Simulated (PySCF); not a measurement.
# Ru⁺ (ruthenium, charge +1) across methods

[Kr] 4d6 5s1, high-spin 6D determinant (an excited configuration). Calculation: PySCF 2.14, in aug-cc-pwCVDZ-PP with ECP28MDF (6s6p5d3f, 70 functions); a scalar-relativistic core potential.

| method | E (hartree) | mean ε 4d α (eV) | mean ε 4d β (eV) | mean ε 5s α (eV) | Σ⟨r²⟩ (bohr²) | ⟨S²⟩ |
| --- | --- | --- | --- | --- | --- | --- |
| PBE0 | -94.1724 | -18.299 | -15.162 | -13.234 | 38.27 | 8.751 |
| r2SCAN | -94.2171 | -16.957 | -13.557 | -12.861 | 38.11 | 8.751 |
| CAM-B3LYP | -94.1290 | -19.591 | -16.710 | -14.319 | 38.37 | 8.751 |
| LDA | -93.9629 | -16.603 | -13.621 | -12.861 | 38.52 | 8.750 |
| M06-2X | -94.0683 | -20.042 | -17.029 | -13.892 | 38.21 | 8.752 |
| wB97M-V | -94.0886 | -20.649 | -17.669 | -15.055 | 38.38 | 8.751 |
| r2SCAN0 | -94.1864 | -18.657 | -15.143 | -13.511 | 38.07 | 8.751 |
| PBE | -94.1840 | -16.485 | -13.610 | -12.566 | 38.42 | 8.751 |
| UHF | -93.57036 | -23.050 | -18.837 | -14.735 | 38.50 | 8.753 |

Energies and moments cover only the electrons outside the core potential.
